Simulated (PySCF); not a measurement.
PySCF input file for BFHO, SMILES [OH+]=BF, charge +1, ADC(2)/aug-cc-pVDZ. Geometry: B3LYP-D3(BJ)/def2-TZVP. The geometry has at least one imaginary mode, so it is a saddle point at that level. The isomer is the one that the SMILES or the coordinates give; other isomers of the formula were not compared.

```python
import numpy as np
from pyscf import gto, scf, dft, adc

mol = gto.M(
    atom='''
    O     0.00000000    0.00000000    1.18839491
    B     0.00000000    0.00000000   -0.03375800
    F     0.00000000    0.00000000   -1.27720451
    H     0.00000000    0.00000000    2.15647122
    ''',
    basis='aug-cc-pVDZ',
    charge=1,
    spin=0,
    max_memory=1600,
    verbose=4,
)
mf = scf.RHF(mol)
mf.conv_tol = 1e-10
mf.max_cycle = 100
mf.kernel()
res = {}
for kind, nroots in (('ee', 6), ('ip', 6), ('ea', 2)):
    a = adc.ADC(mf).density_fit('aug-cc-pvdz-ri')
    a.method, a.method_type = 'adc(2)', kind
    e, v, p, x = a.kernel(nroots=nroots)
    res[kind] = (e * 27.211386245988, p)
a = adc.ADC(mf).density_fit('aug-cc-pvdz-ri')
a.method, a.method_type, a.ncvs = 'adc(2)-x', 'ip', 3
e, v, p, x = a.kernel(nroots=3)
res['core ip, CVS-ADC(2)-x'] = (e * 27.211386245988, p)
for kind, (e, p) in res.items():
    print(kind, 'energies / eV', np.round(e, 3), 'strengths', np.round(p, 4))
```

Output:

```
PySCF version 2.14.0

[INPUT] verbose = 4
[INPUT] num. atoms = 4
[INPUT] num. electrons = 22
[INPUT] charge = 1
[INPUT] spin (= nelec alpha-beta = 2S) = 0
[INPUT] symmetry False subgroup None
[INPUT] Mole.unit = angstrom
[INPUT] Symbol           X                Y                Z      unit          X                Y                Z       unit  Magmom
[INPUT]  1 O      0.000000000000   0.000000000000   1.188394910000 AA    0.000000000000   0.000000000000   2.245740907727 Bohr   0.0
[INPUT]  2 B      0.000000000000   0.000000000000  -0.033758000000 AA    0.000000000000   0.000000000000  -0.063793374513 Bohr   0.0
[INPUT]  3 F      0.000000000000   0.000000000000  -1.277204510000 AA    0.000000000000   0.000000000000  -2.413566728959 Bohr   0.0
[INPUT]  4 H      0.000000000000   0.000000000000   2.156471220000 AA    0.000000000000   0.000000000000   4.075140001307 Bohr   0.0

nuclear repulsion = 58.8913185559114
number of shells = 29
number of NR pGTOs = 116
number of NR cGTOs = 78
basis = aug-cc-pVDZ
ecp = {}


[settings echo left out]
init E= -200.187941877932
  HOMO = -0.561402301313017  LUMO = -0.0251607168022971  gap/eV = 14.59188
cycle= 1 E= -199.294767555117  delta_E= 0.893  |g|= 0.532  |ddm|= 2.96
  HOMO = -0.901113855551482  LUMO = -0.174904868468828  gap/eV = 19.76115
cycle= 2 E= -199.357901330579  delta_E= -0.0631  |g|= 0.206  |ddm|= 1.09
  HOMO = -0.913299228421506  LUMO = -0.160601738926765  gap/eV = 20.48194
cycle= 3 E= -199.365123797272  delta_E= -0.00722  |g|= 0.0612  |ddm|= 0.222
  HOMO = -0.893803444621598  LUMO = -0.155672450167623  gap/eV = 20.08557
cycle= 4 E= -199.365834210531  delta_E= -0.00071  |g|= 0.00994  |ddm|= 0.0543
  HOMO = -0.895255905421128  LUMO = -0.156061665790407  gap/eV = 20.11450
cycle= 5 E= -199.365870238851  delta_E= -3.6e-05  |g|= 0.00257  |ddm|= 0.0134
  HOMO = -0.895133857554687  LUMO = -0.156080493263568  gap/eV = 20.11067
cycle= 6 E= -199.365873433535  delta_E= -3.19e-06  |g|= 0.000514  |ddm|= 0.00454
  HOMO = -0.895223493572335  LUMO = -0.156098591672992  gap/eV = 20.11261
cycle= 7 E= -199.365873530382  delta_E= -9.68e-08  |g|= 0.000101  |ddm|= 0.00125
  HOMO = -0.895196612461809  LUMO = -0.156094865681193  gap/eV = 20.11198
cycle= 8 E= -199.365873532509  delta_E= -2.13e-09  |g|= 4.13e-05  |ddm|= 0.000202
  HOMO = -0.895204211257804  LUMO = -0.156095363701302  gap/eV = 20.11218
cycle= 9 E= -199.365873532878  delta_E= -3.69e-10  |g|= 7.57e-06  |ddm|= 5.73e-05
  HOMO = -0.895203243305054  LUMO = -0.156095369633707  gap/eV = 20.11215
cycle= 10 E= -199.365873532902  delta_E= -2.39e-11  |g|= 1.66e-06  |ddm|= 1.47e-05
  HOMO = -0.895203228457003  LUMO = -0.156095412480952  gap/eV = 20.11215
Extra cycle  E= -199.365873532903  delta_E= -1.31e-12  |g|= 7.22e-07  |ddm|= 2.58e-06
converged SCF energy = -199.365873532903

******** <class 'pyscf.adc.radc.RADC'> ********
******** ADC Orbital Information ********
Number of Frozen Occupied Orbitals: 0
Number of Frozen Virtual Orbitals: 0
Number of Active Occupied Orbitals: 11
Number of Active Virtual Orbitals: 67
*****************************************
******** <class 'pyscf.df.df.DF'> ********
auxbasis = aug-cc-pvdz-ri
Reference correlation energy (doubles): -0.46515776
MP2 correlation energy of reference state (a.u.) = -0.46515776

******** <class 'pyscf.adc.radc_ee.RADCEE'> ********
max_space = 12
max_cycle = 50
conv_tol = 1e-08

*************************************************************
        ADC calculation summary (singlet states only)
*************************************************************
adc(2) root 0  |  Energy (Eh) =   0.3917187988  |  Energy (eV) =  10.65921145  |  Osc. strength = 0.02027627  |  conv = True
adc(2) root 1  |  Energy (Eh) =   0.3917187988  |  Energy (eV) =  10.65921145  |  Osc. strength = 0.02027627  |  conv = True
adc(2) root 2  |  Energy (Eh) =   0.4144836500  |  Energy (eV) =  11.27867460  |  Osc. strength = 0.00000000  |  conv = True
adc(2) root 3  |  Energy (Eh) =   0.4149012268  |  Energy (eV) =  11.29003744  |  Osc. strength = 0.00000000  |  conv = True
adc(2) root 4  |  Energy (Eh) =   0.4149013006  |  Energy (eV) =  11.29003945  |  Osc. strength = 0.00000000  |  conv = True
adc(2) root 5  |  Energy (Eh) =   0.4830189089  |  Energy (eV) =  13.14361398  |  Osc. strength = 0.94104383  |  conv = True

******** <class 'pyscf.adc.radc.RADC'> ********
******** ADC Orbital Information ********
Number of Frozen Occupied Orbitals: 0
Number of Frozen Virtual Orbitals: 0
Number of Active Occupied Orbitals: 11
Number of Active Virtual Orbitals: 67
*****************************************
******** <class 'pyscf.df.df.DF'> ********
auxbasis = aug-cc-pvdz-ri
Reference correlation energy (doubles): -0.46515776
MP2 correlation energy of reference state (a.u.) = -0.46515776

******** <class 'pyscf.adc.radc_ip.RADCIP'> ********
max_space = 12
max_cycle = 50
conv_tol = 1e-08

*************************************************************
        ADC calculation summary (doublet states only)
*************************************************************
adc(2) root 0  |  Energy (Eh) =   0.8079334545  |  Energy (eV) =  21.98498911  |  Spec. factor = 1.77637199  |  conv = True
adc(2) root 1  |  Energy (Eh) =   0.8079334545  |  Energy (eV) =  21.98498911  |  Spec. factor = 1.77637199  |  conv = True
adc(2) root 2  |  Energy (Eh) =   0.9074435191  |  Energy (eV) =  24.69279589  |  Spec. factor = 1.77479381  |  conv = True
adc(2) root 3  |  Energy (Eh) =   0.9074435191  |  Energy (eV) =  24.69279589  |  Spec. factor = 1.77479381  |  conv = True
adc(2) root 4  |  Energy (Eh) =   0.9908249067  |  Energy (eV) =  26.96171902  |  Spec. factor = 1.76608315  |  conv = True
adc(2) root 5  |  Energy (Eh) =   1.0999792756  |  Energy (eV) =  29.93196068  |  Spec. factor = 1.78135939  |  conv = True

******** <class 'pyscf.adc.radc.RADC'> ********
******** ADC Orbital Information ********
Number of Frozen Occupied Orbitals: 0
Number of Frozen Virtual Orbitals: 0
Number of Active Occupied Orbitals: 11
Number of Active Virtual Orbitals: 67
*****************************************
******** <class 'pyscf.df.df.DF'> ********
auxbasis = aug-cc-pvdz-ri
Reference correlation energy (doubles): -0.46515776
MP2 correlation energy of reference state (a.u.) = -0.46515776

******** <class 'pyscf.adc.radc_ea.RADCEA'> ********
max_space = 12
max_cycle = 50
conv_tol = 1e-08

*************************************************************
        ADC calculation summary (doublet states only)
*************************************************************
adc(2) root 0  |  Energy (Eh) =  -0.1830889340  |  Energy (eV) =  -4.98210366  |  Spec. factor = 1.94953241  |  conv = True
adc(2) root 1  |  Energy (Eh) =  -0.1126279351  |  Energy (eV) =  -3.06476222  |  Spec. factor = 1.96740354  |  conv = True

******** <class 'pyscf.adc.radc.RADC'> ********
******** ADC Orbital Information ********
Number of Frozen Occupied Orbitals: 0
Number of Frozen Virtual Orbitals: 0
Number of Active Occupied Orbitals: 11
Number of Active Virtual Orbitals: 67
*****************************************
******** <class 'pyscf.df.df.DF'> ********
auxbasis = aug-cc-pvdz-ri
Reference correlation energy (doubles): -0.46515776
MP2 correlation energy of reference state (a.u.) = -0.46515776

******** <class 'pyscf.adc.radc_ip_cvs.RADCIPCVS'> ********
max_space = 12
max_cycle = 50
conv_tol = 1e-08

*************************************************************
        ADC calculation summary (doublet states only)
*************************************************************
adc(2)-x root 0  |  Energy (Eh) =   7.8150177250  |  Energy (eV) = 212.65746407  |  Spec. factor = 1.63397433  |  conv = True
adc(2)-x root 1  |  Energy (Eh) =   8.2503298696  |  Energy (eV) = 224.50291087  |  Spec. factor = 0.00533088  |  conv = True
adc(2)-x root 2  |  Energy (Eh) =   8.3859512302  |  Energy (eV) = 228.19335607  |  Spec. factor = 0.00048790  |  conv = True
ee energies / eV [10.659 10.659 11.279 11.29  11.29  13.144] strengths [0.0203 0.0203 0.     0.     0.     0.941 ]
ip energies / eV [21.985 21.985 24.693 24.693 26.962 29.932] strengths [1.7764 1.7764 1.7748 1.7748 1.7661 1.7814]
ea energies / eV [-4.982 -3.065] strengths [1.9495 1.9674]
core ip, CVS-ADC(2)-x energies / eV [212.657 224.503 228.193] strengths [1.634e+00 5.300e-03 5.000e-04]
```

Self-consistency was reached.
